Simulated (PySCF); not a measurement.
Electron correlation in B⁻ (boron, charge -1)

[He] 2s2 2p2, high-spin 3P determinant. Calculation: PySCF 2.14, in aug-cc-pVQZ (6s5p4d3f2g, 80 functions); the non-relativistic Hamiltonian (point nucleus). Frozen: 1s2; 4 electrons correlated.

```tsv
level	correlation energy (mhartree)
CCSD	-84.16
(T)	-3.94
CCSD(T)	-88.10
```

Diagnostics: T1 = 0.023, D1 = 0.0406, largest double amplitude 0.094.

**Question.** Is a single reference adequate?

**Answer.** Mostly. T1 lies below 0.03, but a double amplitude of this size points to a near-degeneracy that CCSD handles and MP2 describes poorly.
